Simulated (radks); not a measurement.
Results of a calculation; reference values are marked as such.
Task: Species: Mo29+. Configuration: [Ne] 3s2 3p1. Code: a radial shooting solver on a logarithmic mesh with Libxc functionals. Model: scalar-relativistic Kohn-Sham, PBE, spin-polarised, spherical densities, finite nucleus; open shells are filled with parallel spins first (spin-orbit coupling, left out, can overturn this in heavy ions); Fermi nuclear charge, rms radius 4.4091 fm. Some entries of the table are withheld. Estimate them.

orbital,occ.,eigenvalue (eV),<1/r> (bohr^-1),<r^2> (bohr^2)
1s up,1,-21331.37,43.56,0.001667
1s down,1,-21329.60,43.56,0.001667
2s up,1,-4236.810,(1),0.02693
2s down,1,-4235.289,(2),0.02690
2p up,3,-3955.538,9.664,0.02105
2p down,3,-3953.486,9.663,0.02104
3s up,1,-1645.272,3.990,0.1564
3s down,1,-1637.456,3.986,0.1568
3p up,1,-1555.830,3.869,0.1491
3p down,0,-1548.106,3.868,0.1494

Result: 
(1) 2s up <1/r> (bohr^-1): 9.958
(2) 2s down <1/r> (bohr^-1): 9.960
